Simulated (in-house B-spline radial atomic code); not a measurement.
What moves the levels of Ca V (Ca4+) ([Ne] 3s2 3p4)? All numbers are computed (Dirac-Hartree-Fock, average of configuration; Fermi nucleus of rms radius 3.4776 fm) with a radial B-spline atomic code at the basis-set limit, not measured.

Baseline run (computed): total energy -674.8049 hartree, 1s1/2 at -152.3447 hartree, 3p3/2 at -85.943 eV with <r> = 1.168 bohr.

Scaling the speed of light c (a factor of 100 is close to the non-relativistic limit):

| c/c0 | ΔE (hartree) | 3p3/2 level (eV) | 3p3/2 <r> (bohr) |
| --- | --- | --- | --- |
| 0.95 | -0.32234 | -85.931 | 1.168 |
| 0.98 | -0.12294 | -85.9385 | 1.168 |
| 1.02 | 0.11568 | -85.9475 | 1.168 |
| 1.5 | 1.6462 | -86.0048 | 1.168 |
| 100 | 2.9494 | -86.0534 | 1.168 |

Changing the nucleus:

```csv
nucleus,ΔE (eV)
Gaussian nucleus of rms radius 0.01 fm,-0.0305
Fermi nucleus of rms radius 3.408 fm,-0.00119
Fermi nucleus of rms radius 3.5472 fm,0.00122
```

A larger nucleus binds the electrons less, roughly as the density at the nucleus times the change of the nuclear <r²>. A radius of 0.01 fm is nearly a point.

**Question.** The nuclear charge is raised by 0.1. What does the Hellmann-Feynman theorem predict for the energy, and what is found?

**Answer.** dE/dZ ≈ -Σ<1/r>, which is -78.6215 at the start and -79.1006 at the end; their mean times 0.1 is -7.8861 hartree, and the two runs differ by -7.8861 hartree.
